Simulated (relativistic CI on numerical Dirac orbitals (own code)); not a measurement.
**One change at a time: Er10+**

Base calculation: Dirac-Coulomb-Breit CI, KLI orbitals optimised for each configuration, a model potential for QED, unscaled Slater integrals.

CI space (outside the closed core [Ar] 3d10 4p6 4d10): 4s2 4f10 5s2, 4s2 4f10 5s 5p, 4s2 4f12, 4s2 4f11 5s, 4s2 4f11 5p, 4s2 4f11 6s, 4s2 4f10 5s 6s, 4s2 4f8 5s2 6s2, 4s2 4f10 5s 7s, 4s 4f11 5s2. The list is cut by size and lacks configurations that can hold low levels.

Variants: (1) valence Slater integrals scaled by 0.9; (2) configuration mixing switched off; (3) QED terms removed. Shifts of the energy above 4s2 4f10 5s2 5I_8, in cm⁻¹, for the lowest level and the first level of each name with at least 55 % of one term (blank where a level changes its place among those of its configuration and J or its character, or is not in the variant):

```csv
Level,Base,Δ(1),Δ(2),Δ(3)
4s2 4f10 5s2 5I_8,0.0,0.0,0.0,0.0
4s2 4f10 5s2 5I_7,5989.2,+62.7,-12.5,-31.6
4s2 4f10 5s2 5I_6,10329.2,-0.3,-19.7,-49.7
4s2 4f10 5s2 5I_5,13591.0,-99.3,-24.7,-61.1
4s2 4f10 5s2 5I_4,16144.2,-151.9,-28.9,-70.6
4s2 4f10 5s2 5F_5,23751.6,-2175.1,-9.2,-8.3
4s2 4f10 5s2 5S_2,27273.2,-2341.1,-15.0,-18.3
4s2 4f10 5s2 5F_4,27596.9,-2102.8,-11.3,-30.4
4s2 4f10 5s2 3K_8,27659.7,-2428.6,-50.2,-16.1
4s2 4f10 5s2 5F_3,29996.4,-2114.6,-18.0,-41.3
4s2 4f10 5s2 5F_2,30621.2,-2342.4,-21.8,-33.6
4s2 4f10 5s2 5F_1,32053.8,-2264.2,-25.8,-44.3
4s2 4f10 5s2 3K_7,33431.3,-2429.3,-62.2,-44.3
4s2 4f10 5s2 3K_6,38011.2,,-61.6,-57.3
4s2 4f10 5s2 3L_9,38251.5,-3384.8,-53.5,-22.4
4s2 4f10 5s2 5G_5,39688.2,-3054.4,-17.2,-42.2
4s2 4f10 5s2 5G_3,42482.9,-3372.5,-26.9,-41.1
4s2 4f10 5s2 3L_8,44429.5,-3306.7,-68.0,-55.7
4s2 4f10 5s2 5G_2,44550.1,-3512.5,-33.4,-44.6
4s2 4f10 5s2 3P_1,45679.0,-3469.0,-58.6,-49.8
4s2 4f10 5s2 3D_3,45922.9,-3519.9,-60.2,-49.0
4s2 4f10 5s2 3M_10,45941.4,-4065.0,-56.2,-28.0
```

At this charge energies of transitions that change n are usually good to better than 1 %, and those within a shell (Δn = 0) to a few per cent. Terms inside the open d or f shell come out 10 to 20 % too wide with unscaled integrals. Levels and lines within the n = 5 or 6 shells can be off by up to 10 % or somewhat more, and those that change n by about 2 %, since core polarisation is missing.

Ionisation energy from the two ground configurations alone: base 178.59 eV; valence Slater integrals scaled by 0.9 178.791 eV. The NIST ASD value (theoretical) is 201 eV. The gap of more than 2 % comes from missing correlation, or from a tabulated value that is itself an estimate.

LS names give the leading component of a level, which can be under half, so a name can repeat, a term be missing and a line seem to break the LS rules.
